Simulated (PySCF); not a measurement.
PySCF input file for BBr₂, SMILES Br[B]Br (connectivity only; charge and spin as stated), charge +1, multiplicity 1, B3LYP-D3(BJ)/def2-TZVP. The structure is a stationary point at B3LYP-D3(BJ)/def2-TZVP. The spin state was assumed, not searched. The isomer is the one that the SMILES or the coordinates give; other isomers of the formula were not compared.

```python
import numpy as np
from pyscf import gto, scf, dft, df
from pyscf.hessian import thermo

mol = gto.M(
    atom='''
    Br    0.00000000    0.00000000    1.76654859
    B     0.00000000    0.00000000    0.00000000
    Br    0.00000000    0.00000000   -1.76654859
    ''',
    basis='def2-TZVP',
    charge=1,
    spin=0,
    max_memory=1600,
    verbose=3,
)
mf = dft.RKS(mol, xc='b3lyp').density_fit(auxbasis='def2-universal-jkfit')
mf.disp = 'd3bj'
mf.grids.level = 3
mf.conv_tol = 1e-11
mf.max_cycle = 100
mf.kernel()

# [left out here: the lines that compute and print the analytic Hessian (its translational invariance restored by hand, since the grid's response is missing), thermochemistry and intensities]
```

Program output:

```
converged SCF energy = -5172.96024758234

WARN: DFTD3 does not support analytical Hessian, using finite difference


WARN: Mole.unit (angstrom) is changed to Bohr

Mode                                 0                   1                   2
Irrep
Freq [cm^-1]                      277.3693            277.3693            331.2961
Reduced mass [au]                  11.4366             11.4366             79.9040
Force const [Dyne/A]                0.5184              0.5184              5.1672
Char temp [K]                     399.0727            399.0727            476.6614
Normal mode                   x     y     z       x     y     z       x     y     z
       0  Br                -0.00  0.02  0.00    0.02  0.00  0.00    0.00  0.00 -0.08
       1   B                 0.00 -0.29  0.00   -0.29 -0.00  0.00   -0.00 -0.00 -0.00
       2  Br                -0.00  0.02 -0.00    0.02  0.00 -0.00    0.00  0.00  0.08
Mode                                 3
Irrep
Freq [cm^-1]                     1260.6550
Reduced mass [au]                  11.4366
Force const [Dyne/A]               10.7087
Char temp [K]                    1813.8018
Normal mode                   x     y     z
       0  Br                -0.00 -0.00 -0.02
       1   B                 0.00  0.00  0.29
       2  Br                -0.00 -0.00 -0.02
temperature 298.1500 [K]
pressure 101325.00 [Pa]
Rotational constants [GHz] inf 1.01337 1.01337
Symmetry number 2
Zero-point energy (ZPE) 0.00489 [Eh]   12840.056 [J/mol]
                           tot       elec      trans        rot        vib
Entropy [J/mol/K]       266.254      0.000    172.843     75.062     18.349
Cv [J/mol/K]             42.594      0.000     12.472      8.314     21.807
Cp [J/mol/K]             50.908      0.000     20.786      8.314     21.807
Internal energy [J/mol]                      3718.434   2478.956  16237.529
Internal energy [Eh]   -5172.95170  -5172.96025
Enthalpy [J/mol]                             6197.391   2478.956  16237.529
Enthalpy [Eh]          -5172.95076
Gibbs free energy [J/mol]                  -45335.798 -19900.765  10766.672
Gibbs free energy [Eh] -5172.98099
mode   freq/cm-1   IR/(km/mol)
   1      277.37         6.266
   2      277.37         6.266
   3      331.30         0.000
   4     1260.65       509.177
max |gradient| / (hartree/bohr): 2.5376619369132936e-05
APT charges: [0. 1. 0.]
```

The run converged.
